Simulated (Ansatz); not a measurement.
The cluster Ga4O8H4⁻. The state is a doublet with charge -1. Geometry PBE-D4/def2-SVP, that of the neutral singlet; atoms count from 1.

```xyz
16

Ga   -0.2082    0.0611    0.1685
Ga   -2.1471   -0.2608   -2.2871
Ga    0.9950   -0.7408   -2.5531
Ga    0.1257    0.7176    3.0443
O     2.3810   -1.1829   -3.5940
O    -0.2986   -0.7926    1.9345
O     0.2321    1.5806    1.3316
O    -0.4976    1.2227    4.6725
O     1.2592   -0.3494   -0.8028
O     1.1153    0.9298    4.5508
O    -0.6640   -0.6658   -3.2431
O    -1.8716    0.0861   -0.5306
H    -1.0340   -1.3856    2.1766
H     3.2031   -1.1887   -3.0675
H    -3.5595   -0.2174   -2.9323
H     0.9690    2.1860    1.1317
```

The highest occupied level of the charge -1 doublet lies above zero (up to 0.75 eV). By energy differences its removal costs 0.66 eV (vertical, to the charge 0 singlet, at PBE0-D4/def2-SVP); self-interaction error and the lack of diffuse functions both raise the level. The structure comes from a short search, and lower isomers may exist.

Estimate the Mulliken populations from the PBE0/def2-SVP orbitals of Ansatz.


```csv
atom,charge (e),spin (α − β)
Ga1,0.71,0.25
Ga2,0.60,0.11
Ga3,0.62,0.25
Ga4,0.69,0.21
O5,-0.46,0.02
O6,-0.46,-0.02
O7,-0.46,-0.02
O8,-0.38,0.01
O9,-0.62,-0.01
O10,-0.38,0.01
O11,-0.64,0.01
O12,-0.64,0.00
H13,0.18,0.06
H14,0.17,0.01
H15,-0.11,0.05
H16,0.17,0.06
```
Mulliken values and Mayer orders depend strongly on the basis.

Where does the spin sit?

Summed by element: Ga 0.81, O 0.01, H 0.18, of 1 unpaired in all. Largest on single atoms: Ga3 0.25, Ga1 0.25, Ga4 0.21.

And the Mayer bond orders between bonded heavy atoms (over 0.3)?

Ga1–O6 0.51 (1.96 Å); Ga1–O7 0.51 (1.96 Å); Ga1–O9 0.99 (1.81 Å); Ga1–O12 0.96 (1.80 Å); Ga2–O11 1.00 (1.81 Å); Ga2–O12 1.03 (1.81 Å); Ga3–O5 1.07 (1.79 Å); Ga3–O9 0.99 (1.81 Å); Ga3–O11 0.96 (1.80 Å); Ga4–O6 0.58 (1.92 Å); Ga4–O7 0.58 (1.92 Å); Ga4–O8 0.94 (1.82 Å); Ga4–O10 0.94 (1.81 Å). Values over 0.3 also appear between atoms too far apart for a bond (O8–O10 0.89 at 1.64 Å); they arise where an orbital or an unpaired electron spreads over both atoms.
